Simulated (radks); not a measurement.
The numbers below are computed, except where a source is named.
Tb2+, configuration [Kr] 4d10 4f9 5s1 5p6 5d1 (not the ground configuration).

Code: a radial shooting solver on a logarithmic mesh with Libxc functionals. Model: scalar-relativistic Kohn-Sham, SCAN, spin-unpolarised, spherical densities, finite nucleus; meta-GGA in the generalised Kohn-Sham scheme; Fermi nuclear charge, rms radius 5.06 fm.

Energy parts (hartree):
part                       energy
total                 -11707.3189
kinetic                12599.2062
electron-nucleus      -28568.6941
Hartree                 4518.5661
exchange-correlation    -256.3971

Orbitals (lengths in bohr, moments of r in powers of bohr; r(90%) holds 90 % of the orbital's charge):
1s: occ. 2; eigenvalue (hartree) -1908.996; <r^2> 0.0006317; <r> 0.02151; r(90%) 0.0389
2s: occ. 2; eigenvalue (hartree) -317.8325; <r^2> 0.009879; <r> 0.09145; r(90%) 0.142
2p: occ. 6; eigenvalue (hartree) -282.3468; <r^2> 0.007987; <r> 0.08088; r(90%) 0.132
3s: occ. 2; eigenvalue (hartree) -71.35520; <r^2> 0.06526; <r> 0.2390; r(90%) 0.350
3p: occ. 6; eigenvalue (hartree) -60.33158; <r^2> 0.06558; <r> 0.2379; r(90%) 0.356
3d: occ. 10; eigenvalue (hartree) -45.97987; <r^2> 0.05512; <r> 0.2166; r(90%) 0.337
4s: occ. 2; eigenvalue (hartree) -14.80809; <r^2> 0.3309; <r> 0.5416; r(90%) 0.777
4p: occ. 6; eigenvalue (hartree) -11.16262; <r^2> 0.3743; <r> 0.5737; r(90%) 0.834
4d: occ. 10; eigenvalue (hartree) -6.14821; <r^2> 0.4525; <r> 0.6244; r(90%) 0.939
4f: occ. 9; eigenvalue (hartree) -0.75228; <r^2> 1.004; <r> 0.8696; r(90%) 1.51
5s: occ. 1; eigenvalue (hartree) -2.40768; <r^2> 1.929; <r> 1.309; r(90%) 1.89
5p: occ. 6; eigenvalue (hartree) -1.53579; <r^2> 2.673; <r> 1.535; r(90%) 2.25
5d: occ. 1; eigenvalue (hartree) -0.55056; <r^2> 6.396; <r> 2.341; r(90%) 3.60

The highest occupied level is 5d at -14.981 eV. Summed over all electrons, <r^2> = 41.97 bohr^2, which gives a Langevin (diamagnetic) susceptibility term of -33.2 x 10^-6 cm^3/mol. The electron density at the nucleus is 7.197e+05 e/bohr^3 (large components only).

Empty levels of this run are not shown, since the potential may be unsettled where no density lies.
